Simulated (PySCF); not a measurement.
## Xe²⁶⁺ (xenon, charge +26) across methods

[Ar] 3d10, closed-shell 1S. Calculation: PySCF 2.14, in an uncontracted even-tempered set (17 s from 3.4 bohr⁻², ratio 2.5; 11 p from 4.4 bohr⁻², ratio 2.5; 8 d from 4.4 bohr⁻², ratio 2.5; 4 f from 22 bohr⁻², ratio 2.7; 3 g from 32 bohr⁻², ratio 2.7); no relativity, point nucleus.

```json
{"method": "LDA", "E (hartree)": "-6901.70", "mean ε 3s (eV)": "-1806.7", "mean ε 3p (eV)": "-1685.7", "mean ε 3d (eV)": "-1462.7", "Σ⟨r²⟩ (bohr²)": "1.851", "⟨S²⟩": "0.000"}
{"method": "PBE", "E (hartree)": "-6907.33", "mean ε 3s (eV)": "-1808.5", "mean ε 3p (eV)": "-1686.6", "mean ε 3d (eV)": "-1462.7", "Σ⟨r²⟩ (bohr²)": "1.849", "⟨S²⟩": "0.000"}
{"method": "r2SCAN", "E (hartree)": "-6908.08", "mean ε 3s (eV)": "-1819.9", "mean ε 3p (eV)": "-1694.8", "mean ε 3d (eV)": "-1466.6", "Σ⟨r²⟩ (bohr²)": "1.847", "⟨S²⟩": "0.000"}
{"method": "r2SCAN0", "E (hartree)": "-6908.16", "mean ε 3s (eV)": "-1834.6", "mean ε 3p (eV)": "-1707.9", "mean ε 3d (eV)": "-1477.2", "Σ⟨r²⟩ (bohr²)": "1.847", "⟨S²⟩": "0.000"}
{"method": "UHF", "E (hartree)": "-6906.80829", "mean ε 3s (eV)": "-1877.7", "mean ε 3p (eV)": "-1745.8", "mean ε 3d (eV)": "-1507.2", "Σ⟨r²⟩ (bohr²)": "1.846", "⟨S²⟩": "0.000"}
{"method": "r2SCANh", "E (hartree)": "-6908.12", "mean ε 3s (eV)": "-1825.7", "mean ε 3p (eV)": "-1700.1", "mean ε 3d (eV)": "-1470.8", "Σ⟨r²⟩ (bohr²)": "1.847", "⟨S²⟩": "0.000"}
{"method": "PBE0", "E (hartree)": "-6907.60", "mean ε 3s (eV)": "-1826.3", "mean ε 3p (eV)": "-1701.9", "mean ε 3d (eV)": "-1474.4", "Σ⟨r²⟩ (bohr²)": "1.848", "⟨S²⟩": "0.000"}
```

A non-relativistic calculation at this Z misses sizeable relativistic shifts.
